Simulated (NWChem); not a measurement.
System: C$_{4}$H$_{3}$F; SMILES C(#C)C(=C)F

NWChem input:

```
start job
memory heap 200 mb stack 700 mb global 900 mb
geometry units angstroms noautoz
  C      0.055319     2.194659     0.000000
  C     -0.002349     0.971175     0.000000
  C     -0.056632    -0.455627     0.000000
  C     -1.179230    -1.202767     0.000000
  F      1.158001    -1.050972     0.000000
  H      0.102714     3.275041     0.000000
  H     -2.162790    -0.716849     0.000000
  H     -1.111424    -2.299685     0.000000
end
basis spherical
  * library 6-31g*
end
dft
  xc scan
  iterations 150
  mulliken
end
task dft energy
```

Excerpt of the output:

```
             Northwest Computational Chemistry Package (NWChem) 7.3.0
             --------------------------------------------------------

 CS  symmetry detected

                             Geometry "geometry" -> ""
                             -------------------------

 Output coordinates in angstroms (scale by  1.889725989 to convert to a.u.)

  No.       Tag          Charge          X              Y              Z
 ---- ---------------- ---------- -------------- -------------- --------------
    1 C                    6.0000     0.04487132     2.19911635     0.00000000
    2 C                    6.0000    -0.00935068     0.97547478     0.00000000
    3 C                    6.0000    -0.05961508    -0.45147444     0.00000000
    4 C                    6.0000    -1.18010442    -1.20177311     0.00000000
    5 F                    9.0000     1.15668980    -1.04339624     0.00000000
    6 H                    1.0000     0.08922339     3.27962754     0.00000000
    7 H                    1.0000    -2.16502904    -0.71862710     0.00000000
    8 H                    1.0000    -1.10920937    -2.29849580     0.00000000

 Effective nuclear repulsion energy (a.u.)     140.1681557158

      Symmetry information
      --------------------

 Group name             Cs
 Group number              2
 Group order               2
 No. of unique centers     8

                                 NWChem DFT Module
                                 -----------------

 Summary of "ao basis" -> "ao basis" (spherical)
 ------------------------------------------------------------------------------
       Tag                 Description            Shells   Functions and Types
 ---------------- ------------------------------  ------  ---------------------
 C                           6-31g*                  6       14   3s2p1d
 F                           6-31g*                  6       14   3s2p1d
 H                           6-31g*                  2        2   2s

      Symmetry analysis of basis
      --------------------------

        a'         56
        a"         20

            General Information
            -------------------
          SCF calculation type: DFT
          Wavefunction type:  closed shell.
          No. of atoms     :     8
          No. of electrons :    36
           Alpha electrons :    18
            Beta electrons :    18
          Charge           :     0
          Spin multiplicity:     1
          Use of symmetry is: on ; symmetry adaption is: on
          Maximum number of iterations: 150
          AO basis - number of functions:    76
                     number of shells:    36
          Convergence on energy requested:  1.00D-06
          Convergence on density requested:  1.00D-05
          Convergence on gradient requested:  5.00D-04

              XC Information
              --------------
                         SCAN Method XC Functional
                  SCAN metaGGA Exchange Functional  1.000
                        SCAN Correlation Potential  1.000

             Grid Information
             ----------------
          Grid used for XC integration:  medium
          Radial quadrature: Mura-Knowles
          Angular quadrature: Lebedev.
          Tag              B.-S. Rad. Rad. Pts. Rad. Cut. Ang. Pts.
          ---              ---------- --------- --------- ---------
          C                   0.70       49          11.0       434
          F                   0.50       49          11.0       434
          H                   0.35       45          13.0       434
          Grid pruning is: on
          Number of quadrature shells:   380
          Spatial weights used:  Erf1

      Superposition of Atomic Density Guess
      -------------------------------------

 Sum of atomic energies:        -251.50804623

      Non-variational initial energy
      ------------------------------

 Total energy =    -253.771668
 1-e energy   =    -620.612541
 2-e energy   =     226.672717
 HOMO         =      -0.254640
 LUMO         =      -0.003127

      Symmetry analysis of molecular orbitals - initial
      -------------------------------------------------

  Numbering of irreducible representations:

     1 a'          2 a"

  Orbital symmetries:

     1 a'          2 a'          3 a'          4 a'          5 a'
     6 a'          7 a'          8 a'          9 a'         10 a'
    11 a'         12 a"         13 a'         14 a'         15 a'
    16 a"         17 a'         18 a"         19 a"         20 a'
    21 a'         22 a'         23 a"         24 a'         25 a'
    26 a'         27 a'         28 a'

     ---------------------------------------------
      Total Density - Mulliken Population Analysis
     ---------------------------------------------

    Atom       Charge   Shell Charges
 -----------   ------   -------------------------------------------------------
    1 C    6     6.43   2.00  0.75  1.85  0.70  1.11  0.03
    2 C    6     5.95   2.00  0.74  1.88  0.52  0.78  0.03
    3 C    6     5.27   2.00  0.67  1.55  0.41  0.57  0.07
    4 C    6     6.65   2.00  0.74  2.01  0.63  1.25  0.02
    5 F    9     9.47   2.00  0.94  3.39  1.02  2.11  0.01
    6 H    1     0.71   0.42  0.29
    7 H    1     0.75   0.45  0.30
    8 H    1     0.77   0.45  0.32

   convergence    iter        energy       DeltaE   RMS-Dens  Diis-err
 ---------------- ----- ----------------- --------- --------- ---------
 d= 0,ls=0.0,diis     1   -253.7790283484 -3.94D+02  1.95D-02  6.63D-01
 d= 0,ls=0.0,diis     2   -253.7213041778  5.77D-02  1.01D-02  1.30D+00
 d= 0,ls=0.0,diis     3   -253.8414449730 -1.20D-01  4.74D-03  1.20D-01
 d= 0,ls=0.0,diis     4   -253.8446392865 -3.19D-03  2.42D-03  9.13D-02
 d= 0,ls=0.0,diis     5   -253.8559844897 -1.13D-02  7.14D-04  2.68D-03
  Resetting Diis
 d= 0,ls=0.0,diis     6   -253.8562020730 -2.18D-04  3.48D-04  1.13D-03
 d= 0,ls=0.0,diis     7   -253.8563628947 -1.61D-04  2.30D-04  5.61D-05
 d= 0,ls=0.0,diis     8   -253.8563412974  2.16D-05  1.56D-04  2.34D-04
 d= 0,ls=0.0,diis     9   -253.8563688563 -2.76D-05  2.13D-05  4.96D-06
 d= 0,ls=0.0,diis    10   -253.8563695481 -6.92D-07  3.52D-06  9.49D-08

         Total DFT energy =     -253.856369548104
      One electron energy =     -623.482801320445
           Coulomb energy =      262.527041121164
    Exchange-Corr. energy =      -33.068765064636
 Nuclear repulsion energy =      140.168155715814

 Numeric. integr. density =       36.000000148198

                  Occupations of the irreducible representations
                  ----------------------------------------------

                     irrep           alpha         beta
                     --------     --------     --------
                     a'               15.0         15.0
                     a"                3.0          3.0

                       DFT Final Molecular Orbital Analysis
                       ------------------------------------

 Vector   16  Occ=2.000000D+00  E=-2.953218D-01  Symmetry=a"
              MO Center=  1.1D-01,  5.6D-01, -5.2D-16, r^2= 2.6D+00
   Bfn.  Coefficient  Atom+Function         Bfn.  Coefficient  Atom+Function
  ----- ------------  ---------------      ----- ------------  ---------------
    19      0.361218  2 C  pz                61     -0.309802  5 F  pz
     5      0.287810  1 C  pz                65     -0.227467  5 F  pz
    33      0.219448  3 C  pz                23      0.212736  2 C  pz
     9      0.162632  1 C  pz                47      0.152405  4 C  pz
    51      0.110535  4 C  pz                37      0.094504  3 C  pz

 Vector   17  Occ=2.000000D+00  E=-2.674276D-01  Symmetry=a'
              MO Center=  2.7D-02,  1.5D+00,  7.2D-17, r^2= 1.7D+00
   Bfn.  Coefficient  Atom+Function         Bfn.  Coefficient  Atom+Function
  ----- ------------  ---------------      ----- ------------  ---------------
    17      0.414057  2 C  px                 3      0.409922  1 C  px
     7      0.264313  1 C  px                21      0.226154  2 C  px
    60     -0.126781  5 F  py                64     -0.090479  5 F  py
    46      0.071857  4 C  py                76     -0.056959  8 H  s
    48      0.053755  4 C  s                 75     -0.047446  8 H  s

 Vector   18  Occ=2.000000D+00  E=-2.241825D-01  Symmetry=a"
              MO Center= -4.3D-01,  9.0D-03,  2.4D-16, r^2= 3.5D+00
   Bfn.  Coefficient  Atom+Function         Bfn.  Coefficient  Atom+Function
  ----- ------------  ---------------      ----- ------------  ---------------
    47      0.376136  4 C  pz                51      0.308202  4 C  pz
     5     -0.303938  1 C  pz                33      0.267690  3 C  pz
     9     -0.222694  1 C  pz                61     -0.194065  5 F  pz
    19     -0.191154  2 C  pz                65     -0.149405  5 F  pz
    37      0.137616  3 C  pz                23     -0.101150  2 C  pz

 Vector   19  Occ=0.000000D+00  E=-5.767576D-02  Symmetry=a"
              MO Center= -4.3D-01,  1.4D-01,  4.2D-16, r^2= 3.7D+00
   Bfn.  Coefficient  Atom+Function         Bfn.  Coefficient  Atom+Function
  ----- ------------  ---------------      ----- ------------  ---------------
    51      0.458453  4 C  pz                 9      0.386067  1 C  pz
    47      0.376318  4 C  pz                33     -0.337507  3 C  pz
     5      0.324933  1 C  pz                37     -0.313296  3 C  pz
    23     -0.244384  2 C  pz                19     -0.203422  2 C  pz
    61      0.137328  5 F  pz                65      0.123731  5 F  pz

 Vector   20  Occ=0.000000D+00  E=-8.466212D-03  Symmetry=a'
              MO Center=  2.0D-02,  1.1D+00, -7.0D-16, r^2= 2.9D+00
   Bfn.  Coefficient  Atom+Function         Bfn.  Coefficient  Atom+Function
  ----- ------------  ---------------      ----- ------------  ---------------
     7      0.561488  1 C  px                21     -0.477008  2 C  px
     3      0.416812  1 C  px                17     -0.385567  2 C  px
    76      0.279298  8 H  s                 34     -0.220918  3 C  s
    62      0.221532  5 F  s                 35     -0.177419  3 C  px
    48     -0.170796  4 C  s                 31     -0.153786  3 C  px

 Vector   21  Occ=0.000000D+00  E= 9.720085D-02  Symmetry=a"
              MO Center= -1.3D-01,  6.4D-01, -3.0D-15, r^2= 3.0D+00
   Bfn.  Coefficient  Atom+Function         Bfn.  Coefficient  Atom+Function
  ----- ------------  ---------------      ----- ------------  ---------------
    23      0.699689  2 C  pz                 9     -0.557222  1 C  pz
    37     -0.555660  3 C  pz                19      0.454467  2 C  pz
    33     -0.454736  3 C  pz                51      0.365658  4 C  pz
     5     -0.290216  1 C  pz                47      0.174461  4 C  pz
    65      0.134713  5 F  pz                61      0.132400  5 F  pz

     ---------------------------------------------
      Total Density - Mulliken Population Analysis
     ---------------------------------------------

    Atom       Charge   Shell Charges
 -----------   ------   -------------------------------------------------------
    1 C    6     6.49   2.00  0.69  1.96  0.70  1.13  0.02
    2 C    6     5.72   2.00  0.69  2.00  0.48  0.53  0.03
    3 C    6     5.67   2.00  0.68  1.95  0.45  0.51  0.08
    4 C    6     6.47   2.00  0.68  2.04  0.64  1.09  0.03
    5 F    9     9.30   2.00  0.94  3.30  1.04  2.00  0.02
    6 H    1     0.75   0.50  0.25
    7 H    1     0.80   0.51  0.29
    8 H    1     0.80   0.51  0.29

     -------------------------------------------
      Total Density - Lowdin Population Analysis
     -------------------------------------------

    Atom       Charge   Shell Charges
 -----------   ------   -------------------------------------------------------
    1 C    6     6.16   1.99  0.56  1.78  0.47  1.32  0.05
    2 C    6     6.04   1.99  0.54  1.79  0.41  1.25  0.07
    3 C    6     5.90   1.99  0.51  1.73  0.37  1.10  0.19
    4 C    6     6.30   1.99  0.56  1.86  0.45  1.38  0.06
    5 F    9     9.10   1.99  0.94  3.18  0.81  2.14  0.03
    6 H    1     0.81   0.46  0.36
    7 H    1     0.84   0.48  0.36
    8 H    1     0.84   0.48  0.37

     Multipole analysis of the density
     ---------------------------------

     L   x y z        total         alpha         beta         nuclear
     -   - - -        -----         -----         ----         -------
     0   0 0 0     -0.000000    -18.000000    -18.000000     36.000000

     1   1 0 0     -0.449130     -0.224565     -0.224565     -0.000000
     1   0 1 0      0.335027      0.167514      0.167514     -0.000000
     1   0 0 1     -0.000000     -0.000000     -0.000000      0.000000

     2   2 0 0    -20.592614    -57.357304    -57.357304     94.121993
     2   1 1 0      1.243042     -4.278227     -4.278227      9.799497
     2   1 0 1      0.000000      0.000000      0.000000      0.000000
     2   0 2 0    -15.141555   -134.286522   -134.286522    253.431489
     2   0 1 1     -0.000000     -0.000000     -0.000000      0.000000
     2   0 0 2    -21.977922    -10.988961    -10.988961      0.000000
```

Level: SCAN/6-31G* (spherical d). All runs use the structure optimised with PBE-D3(BJ)/def2-SVP.
